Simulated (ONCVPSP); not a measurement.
**Pseudopotential generation for thallium: ONCV, PBE, scalar-relativistic.**

```
Element                 : thallium
Generator               : ONCVPSP 4.0.1
Type                    : optimised norm-conserving Vanderbilt (ONCV)
Functional              : PBE
Relativity              : scalar-relativistic
Frozen core             : [Xe] 4f14
Valence charge          : 13
Reference configuration : 5d10 6s1 6p2
Partial waves           : 6s: rc 2.05 bohr, ncon 5, nbas 9, qcut 3.1 1/bohr, 2 projectors, debl 1.7 Ha; 6p: rc 2.45 bohr, ncon 4, nbas 8, qcut 3.8 1/bohr, 2 projectors, debl 1.2 Ha; 5d: rc 2.05 bohr, ncon 3, nbas 7, qcut 9.1 1/bohr, 2 projectors, debl 2.7 Ha
Local potential         : polynomial inside 1.40 bohr (lpopt 4, dvloc0 0 Ha)
Core correction         : polynomial model core, fcfact 0.35
```

All-electron outer shells of the reference configuration (PBE, scalar-relativistic, ld1.x):

| shell | level (eV) | outermost node (bohr) | outermost maximum (bohr) |
| --- | --- | --- | --- |
| 4f | -115.97 | – | 0.36 |
| 5p | -78.05 | 0.50 | 0.91 |
| 5d | -17.32 | 0.53 | 1.11 |
| 6s | -10.79 | 1.04 | 2.05 |
| 6p | -3.17 | 1.22 | 2.84 |

(1) Estimate the cutoffs (Ha) at which the residual kinetic energy of the hardest occupied pseudo-wave falls to 1 and 0.1 mHa per electron.

(2) What does a ghost test show?

(3) Which valence shell sets the plane-wave cutoff?

## Answers

(1) 23 Ha and 27 Ha.

(2) Ghosts flagged at negative energy: s at -3.4 eV; GHOST(+) flagged for p at 42.1 eV. A true bound ghost makes a file unfit for plane-wave use.

(3) 5d: 23 Ha for 1 mHa per electron, against 9 Ha for 6s.

Its largest configuration-test error is -109 meV (5d9 6s2 6p2). 1 of 4 tests not solved or not reliable.
